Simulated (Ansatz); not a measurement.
```xyz
16

C    -0.7732   -0.7724   -0.7794
C    -0.7731   -0.7823    0.7868
C    -0.7852    0.7837   -0.7874
C    -0.7713    0.7799    0.7851
C     0.7887   -0.7840   -0.7820
C     0.7824   -0.7822    0.7893
C     0.7837    0.7709   -0.7818
C     0.7808    0.7835    0.7891
H    -1.4126   -1.4056   -1.4194
H    -1.4059   -1.4127    1.4198
H    -1.4055    1.4125   -1.4192
H    -1.4217    1.4101    1.4187
H     1.4118   -1.4053   -1.4186
H     1.4071   -1.4133    1.4065
H     1.4132    1.4234   -1.4167
H     1.4202    1.4065    1.4161
```

Basis set: STO-3G (spherical functions). Left uncorrelated: 8 orbitals. Charge 0, multiplicity 1.

Computed with Ansatz (development build ahead of 0.2.0); each method stands on the lowest determinant of its kind that the runs found. Restricted open shells among the atoms or ions are ROHF, correlated in semicanonical orbitals with singles.

(1) Give the atomization energy at this shape (free ground-state atoms in the same class of orbitals less the molecule, no zero-point energy) of singlet C8H8 by RHF-MP2, RHF.

Answers

(1)

```
 method  atomization energy
RHF-MP2            76.19 eV
    RHF            66.94 eV
```

This basis has no polarisation functions and is too small for such energies, which can lie far from measured ones in either direction.
